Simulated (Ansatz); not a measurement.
One change: `F[C@H]1[SiH2][C@@H]1Cl` becomes `F[C@H]1[SiH2][C@@H]1F`.

Ansatz, PBE0-D4/def2-TZVP geometries, multiplicity 1. 

```
                                                                                  property  `F[C@H]1[SiH2][C@@H]1Cl`
                                                       HOMO energy (B3LYP/def2-TZVPP) / eV                     -7.14
                                                   HOMO–LUMO gap (ωB97M-V/def2-TZVPP) / eV                     10.62
                                                        HOMO energy (PBE0/def2-TZVPP) / eV                     -7.35
                                            zero-point energy (PBE0-D4/def2-TZVP) / kJ/mol                     139.9
                                                      HOMO–LUMO gap (PBE0/def2-TZVPP) / eV                      6.68
ideal-gas entropy at 298 K and 1 bar (rigid rotor, harmonic PBE0-D4/def2-TZVP) / J/(mol·K)                       327
```

(1) Give the same properties after the change, and the shifts. (An estimate is asked.)

Answers

(1) Computed: 
```json
{"property": "HOMO energy (B3LYP/def2-TZVPP) / eV", "`F[C@H]1[SiH2][C@@H]1F`": "-7.34", "shift": "-0.20"}
{"property": "HOMO–LUMO gap (ωB97M-V/def2-TZVPP) / eV", "`F[C@H]1[SiH2][C@@H]1F`": "10.99", "shift": "0.37"}
{"property": "HOMO energy (PBE0/def2-TZVPP) / eV", "`F[C@H]1[SiH2][C@@H]1F`": "-7.54", "shift": "-0.19"}
{"property": "zero-point energy (PBE0-D4/def2-TZVP) / kJ/mol", "`F[C@H]1[SiH2][C@@H]1F`": "143.4", "shift": "3.5"}
{"property": "HOMO–LUMO gap (PBE0/def2-TZVPP) / eV", "`F[C@H]1[SiH2][C@@H]1F`": "7.07", "shift": "0.39"}
{"property": "ideal-gas entropy at 298 K and 1 bar (rigid rotor, harmonic PBE0-D4/def2-TZVP) / J/(mol·K)", "`F[C@H]1[SiH2][C@@H]1F`": "308", "shift": "-19"}
```

With PBE0 the HOMO falls by 0.19 eV and the LUMO rises by 0.20 eV, so the gap widens by about 0.39 eV. PBE moves the HOMO by -0.13 eV and ωB97M-V by -0.24 eV.

B3LYP here is the variant with VWN-RPA as its local correlation; programs differ in this.
